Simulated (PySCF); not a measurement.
C₂H₈N₂Si₂, SMILES CC1=N[Si@@H](N)[SiH2]1. Atoms are numbered in the order given.

```xyz
14

C      2.6842    -0.6847     0.2643
C      1.2470    -0.2988     0.0626
N      0.3432    -1.1595    -0.2964
Si    -1.1430    -0.1516    -0.5463
N     -2.5918    -0.5510     0.2955
Si     0.3727     1.4162     0.3000
H      3.0093    -0.4374     1.2892
H      3.3291    -0.1065    -0.4195
H      2.8218    -1.7602     0.0786
H     -1.4987    -0.1511    -1.9893
H     -3.2747    -1.1821    -0.1166
H     -2.6179    -0.5916     1.3109
H      0.2537     1.7808     1.7461
H      0.9153     2.6188    -0.4056
```

Geometry optimised at TPSSh-D3(BJ)/def2-SVP. The structure was generated by enumeration; whether it is a known compound was not checked. Other conformers were not sampled.

All values below come from PySCF with PBE/pcSseg-1.

GIAO shieldings, no solvent; atoms listed in one row are averaged. δ = σ(ref) − σ: ¹³C against TMS (σ = 182.0 ppm); ¹⁵N against NH3 (σ = 267.0 ppm); ²⁹Si against TMS (σ = 335.4 ppm); ¹H against TMS (σ = 31.49 ppm), references at their B3LYP-D3(BJ)/def2-TZVP geometries, non-relativistic.

Estimate the chemical shifts. (The exact figures need the calculation; the answer reports its results.)


```tsv
nucleus	atoms	count	δ (ppm)
¹³C	C2	1	217.8
¹³C	C1	1	39.4
¹⁵N	N3	1	549.4
¹⁵N	N5	1	41.5
²⁹Si	Si6	1	-27.6
²⁹Si	Si4	1	-32.8
¹H	H14	1	6.35
¹H	H13	1	5.80
¹H	H10	1	5.43
¹H	H7, H8, H9	3	2.70
¹H	H11	1	2.00
¹H	H12	1	1.37
```
